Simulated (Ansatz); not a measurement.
H4GeO4, charge +1, doublet, geometry from GFN2-xTB (a state made from the parent by changing its charge; the spin is typed, not shown lowest). Base run: Ansatz (an electronic-structure program) with R2SCAN/3-21G.

Geometry (Å):
```xyz
9

O      0.3470     1.4208    -0.8814
Ge     0.0000     0.0000     0.0000
O     -1.0935     0.4262     1.2404
O     -0.6829    -1.1870    -1.0201
O      1.4295    -0.6599     0.6611
H     -0.1964     1.7999    -1.5842
H     -0.8612     0.8166     2.0927
H     -1.2358    -1.9274    -0.7389
H      2.2934    -0.6892     0.2304
```
Charge +1, spin multiplicity 2.
Orbitals are unrestricted.
All else is at Ansatz's defaults.

The base run was repeated with changes; each row names its change, and settings that it needs were set with it.

| change | E (Eh) | <S^2> | core-seconds (rough) |
|---|---|---|---|
| base | -2368.12668 | 0.753 | 30 |
| functional = B97M-V | -2367.79713 | 0.753 | 50 |
| functional = pbe0 | -2367.76954 | 0.756 | 8 |
| functional = lc_wpbe | -2367.85574 | 0.758 | 10 |
| functional = wB97X-V | -2368.02228 | 0.758 | 30 |
| functional = b3lyp5 | -2368.12680 | 0.755 | 7 |
| functional = blyp | -2368.35207 | 0.752 | 20 |
| functional = hf | -2365.26524 | 0.755 | 10 |
| functional = wB97M-V | -2368.13436 | 0.757 | 30 |
| functional = pbe; dispersion = d4 | -2367.72672 | 0.752 | 20 |
| functional = b3lyp | -2368.38607 | 0.755 | 7 |
| functional = wB97X | -2368.29282 | 0.757 | 20 |
| functional = pbe0; dispersion = d3bj | -2367.77432 | 0.756 | 5 |

Totals shift with the method and basis; they matter in differences.
